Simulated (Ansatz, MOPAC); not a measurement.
The molecule CdAs, multiplicity 4 (lowest of 2S+1 = 2, 4 at CCSD(T)/def2-TZVPP on PBE0 minima; our sources give no spin for the ground state, which may be another). No spin–orbit coupling. As is treated without relativity.

Constants: fifth-degree fit in 1/R to seven points, most abundant isotopes. Runs in def2 and cc sets follow the lowest solution found near the PBE0 minimum.

Correlated levels freeze the inner cores; with def2 sets outer-core shells near the valence are correlated too. The state that PM6 reach isn't checked.

Run with Ansatz (a quantum-chemistry and plane-wave program) with Gaussian orbitals; MOPAC for PM6 (differences of heats of formation). Values without a source in brackets are computed. In def2 rows elements past Kr take small-core potentials, without spin–orbit coupling.

```json
[
 {"level": "PM6", "r_e (Å)": "2.707", "ω_e (cm⁻¹)": "174", "ω_e x_e (cm⁻¹)": "0.73", "dipole (D)": "-"},
 {"level": "SVWN5/def2-TZVPP", "r_e (Å)": "2.685", "ω_e (cm⁻¹)": "138", "ω_e x_e (cm⁻¹)": "0.94", "dipole (D)": "0.32"},
 {"level": "r2SCAN/def2-TZVPP", "r_e (Å)": "2.729", "ω_e (cm⁻¹)": "131", "ω_e x_e (cm⁻¹)": "1.2", "dipole (D)": "0.73"},
 {"level": "B3LYP/def2-TZVPP", "r_e (Å)": "2.882", "ω_e (cm⁻¹)": "93", "ω_e x_e (cm⁻¹)": "1.4", "dipole (D)": "0.54"},
 {"level": "PBE0/def2-TZVPP", "r_e (Å)": "2.784", "ω_e (cm⁻¹)": "___", "ω_e x_e (cm⁻¹)": "1.4", "dipole (D)": "0.66"},
 {"level": "CAM-B3LYP/def2-TZVPP", "r_e (Å)": "2.804", "ω_e (cm⁻¹)": "102", "ω_e x_e (cm⁻¹)": "1.8", "dipole (D)": "0.58"},
 {"level": "wB97M-V/def2-TZVPP", "r_e (Å)": "2.785", "ω_e (cm⁻¹)": "103", "ω_e x_e (cm⁻¹)": "2.3", "dipole (D)": "0.49"},
 {"level": "B2PLYP/def2-TZVPP", "r_e (Å)": "___", "ω_e (cm⁻¹)": "___", "ω_e x_e (cm⁻¹)": "2.1", "dipole (D)": "-"}
]
```

Some entries are withheld; supply them.


- B2PLYP/def2-TZVPP, r_e (Å): 2.879
- B2PLYP/def2-TZVPP, ω_e (cm⁻¹): 83
- PBE0/def2-TZVPP, ω_e (cm⁻¹): 114
